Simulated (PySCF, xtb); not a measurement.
**Two conformers of H4OSeSi**

Structure X: `O[SiH2][SeH]`, a singlet. Structure Y: `O[SiH2][SeH]`, a singlet. Both are isolated molecules in the gas phase, relaxed with PBE0-D4/def2-SVP.

X (Å):

```yaml
atoms:
  - { symbol: O, position_ang: [2.1580, -0.7054, -1.2384] }
  - { symbol: Se, position_ang: [-0.1927, -2.2517, 0.5401] }
  - { symbol: Si, position_ang: [0.6616, -1.4059, -1.4069] }
  - { symbol: H, position_ang: [2.2539, -0.0388, -0.5516] }
  - { symbol: H, position_ang: [0.8620, -2.5525, -2.3266] }
  - { symbol: H, position_ang: [-0.3486, -0.4402, -1.9320] }
  - { symbol: H, position_ang: [-0.9461, -1.0225, 0.8315] }
```

Y (Å):

| atom | x (Å) | y (Å) | z (Å) |
| --- | --- | --- | --- |
| O | 1.8684 | -0.8010 | -0.1231 |
| Se | -1.0396 | -2.2100 | -0.8504 |
| Si | 0.8336 | -1.0284 | -1.4021 |
| H | 1.4274 | -1.8520 | -2.4969 |
| H | 0.4969 | 0.3394 | -1.8707 |
| H | 2.1144 | -1.5883 | 0.3730 |
| H | -1.5233 | -1.1730 | 0.0753 |

Estimate which is lower in electronic energy at CCSD(T)/def2-SVP + ΔMP2/def2-TZVPP, and by roughly how much.

CCSD(T)/def2-SVP + ΔMP2/def2-TZVPP gives E(Y) − E(X) = −0.031 eV, slightly favouring structure Y, which is too small a margin to settle the true order.

Level by level:

```tsv
level	geometry	E(Y) − E(X) (eV)	departure from the last row (eV)	job, with rough time for the two
PBE0-D4/def2-SVP	PBE0-D4/def2-SVP	−0.039	−0.008	optimisation, 2.2 min
HF/def2-SVP	PBE0-D4/def2-SVP	−0.039	−0.009	part of the CCSD(T) run
MP2/def2-SVP	PBE0-D4/def2-SVP	−0.041	−0.010	part of the CCSD(T) run
CCSD(T)/def2-SVP	PBE0-D4/def2-SVP	−0.038	−0.007	single point
CCSD(T)/def2-SVP + ΔMP2/def2-TZVPP	PBE0-D4/def2-SVP	−0.031		single point, 47 s
```

The largest departure from CCSD(T)/def2-SVP + ΔMP2/def2-TZVPP is that of MP2/def2-SVP, 0.010 eV. No reliable frequencies are at hand for X, so it isn't confirmed as a minimum. Levels run at GFN2-xTB geometries aren't shown. The last row adds to CCSD(T) the change of the MP2 difference between the two basis sets, here +0.007 eV.

The correlated steps freeze 15 core orbitals; the filled d shell of Se is correlated, in a basis made for valence electrons. Codes used: PySCF 2.14.0, xtb 6.7.1; the last row on 2 threads of Arm Neoverse V1 on a shared host.
